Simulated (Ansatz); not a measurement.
Geometry optimisation, Ansatz, UKS PBE0/def2-SVP.

Input file:

```yaml
crystal:
  periodic: [false, false, false]
  atoms:
    - { symbol: Zn, position_ang: [-0.023917, 0.086185, -0.340854] }
    - { symbol: Cl, position_ang: [-0.021226, 0.07637, 3.089248] }
    - { symbol: O, position_ang: [0.020975, -0.075551, -2.13998] }
    - { symbol: H, position_ang: [0.268237, -0.966166, -2.417744] }
    - { symbol: F, position_ang: [0.010631, -0.038238, 4.67223] }
magnetization:
  spin_polarized: true
  initial_magnetization: 1
basis:
  gaussian: { orbitals: def2-SVP }
hamiltonian:
  xc: pbe0
relax:
  f_tol: 0.03
  max_steps: 50
```

Launched with:

```bash
$ ansatz run input.yaml --threads 2 --pin off --max-ram 3072MiB --backend cpu --events-out ev --progress --plain --runs-dir out
```

Q: Where does it end, and by what steps?

A: The forces met the threshold. After 22 steps the energy has fallen by 3.265 eV; F5 moved furthest, 2.39 Å. Parted: Cl2–F5 (1.59 → 2.32 Å). Joined: Zn1–Cl2 (3.43 → 2.35 Å), Zn1–F5 (5.01 → 1.87 Å).

| step | energy less start (eV) | largest force component (eV/Å) | accepted |
| --- | --- | --- | --- |
| 0 | 0.0000 | 2.912 | yes |
| 1 | -0.1946 | 2.638 | yes |
| 2 | -0.4405 | 3.125 | yes |
| 3 | -0.7702 | 4.154 | yes |
| 4 | -1.0270 | 4.073 | yes |
| 5 | -1.2921 | 3.726 | yes |
| 6 | -1.5997 | 2.954 | yes |
| 7 | -1.9458 | 1.740 | yes |
| 8 | -2.1806 | 0.428 | yes |
| 9 | -2.2432 | 0.423 | yes |
| 10 | -2.2842 | 0.175 | yes |
| 11 | -2.3181 | 0.136 | yes |
| 12 | -2.3539 | 0.146 | yes |
| 13 | -2.4004 | 0.220 | yes |
| 14 | -2.4733 | 0.362 | yes |
| 15 | -2.5992 | 0.578 | yes |
| 16 | -2.7919 | 0.811 | yes |
| 17 | -3.0822 | 0.804 | yes |
| 18 | -3.1607 | 0.824 | yes |
| 19 | -3.2477 | 0.362 | yes |
| 20 | -3.2585 | 0.453 | yes |
| 21 | -3.2584 | 0.160 | no |
| 22 | -3.2648 | 0.027 | yes |

```xyz
5
Properties=species:S:1:pos:R:3
Zn 0.049 -0.176 0.667
Cl -0.398 1.434 2.325
O 0.070 -0.252 -1.108
H 0.312 -1.123 -1.441
F 0.223 -0.801 2.420
```

Whether the end is a true minimum wasn't checked by a vibrational analysis.

The run took 43 s on 2 threads of Intel(R) Xeon(R) 6975P-C (Granite Rapids), with other jobs on the host, peak memory 0.29 GiB.
